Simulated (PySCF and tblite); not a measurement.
Results of a calculation; reference values are marked as such.
C4H10OSi2, numbered as in [CH2:1]=[CH:2][SiH2:3]/[CH:4]=[CH:5]\[O:6][SiH3:7].

First level. Free energies: PBE0-D3(BJ)/def2-SVP on GFN2-xTB structures plus GFN2-xTB thermal terms, symmetry and mirror images included. Conformers within 2.5 kcal/mol (GFN2-xTB free energy) were kept, 5 at most. GIAO shieldings: KT3/pcSseg-1. Shifts are against TMS (¹H), TMS (¹³C), TMS (²⁹Si) at the same level; of two unlike H on one atom, a is the less shielded. Codes: tblite and PySCF.

It gives, at 298.15 K, with 3 conformers (largest weight 57 %): ¹H: 7.11 (H5, 1H), 6.21 (H2, 1H), 6.17 (H1a, 1H), 5.90 (H1b, 1H), 4.94 (H7, 3H), 4.69 (H4, 1H), 4.55 (H3, 2H) ppm. ¹³C: 148.3 (C5), 127.8 (C1), 126.5 (C2), 93.9 (C4) ppm. ²⁹Si: -44.1 (Si7), -62.1 (Si3) ppm.

Second level: GFN2-xTB geometries, energies BP86-D3(BJ)/pcseg-1 (IEF-PCM, tetrahydrofuran), shieldings X3LYP/pcSseg-1 (IEF-PCM, tetrahydrofuran), on up to 5 of the same conformers.

Question: How do the averaged shifts change?

Answer: 
| signal | first | second | change (ppm) |
| --- | --- | --- | --- |
| H1a | 6.17 | 6.41 | 0.24 |
| H1b | 5.90 | 6.16 | 0.26 |
| H2 | 6.21 | 6.48 | 0.27 |
| H3 | 4.55 | 4.48 | -0.07 |
| H4 | 4.69 | 4.90 | 0.21 |
| H5 | 7.11 | 7.33 | 0.22 |
| H7 | 4.94 | 4.90 | -0.04 |
| C1 | 127.8 | 142.1 | 14.3 |
| C2 | 126.5 | 141.2 | 14.6 |
| C4 | 93.9 | 103.8 | 10.0 |
| C5 | 148.3 | 164.2 | 15.9 |
| Si3 | -62.1 | -63.3 | -1.2 |
| Si7 | -44.1 | -44.7 | -0.7 |

The largest weight becomes 61 %.

Unscaled ²⁹Si shifts at such levels can be off by tens of ppm; differences between conformers or isomers are more reliable. Shifts are unscaled: against experiment ¹³C can be off by 15 ppm or more and ¹H by 0.8 ppm.


Conformer gaps in def2-SVP or pcseg-1 on xTB geometries can be 2 kcal/mol off for S=O, P=O and other polar bonds.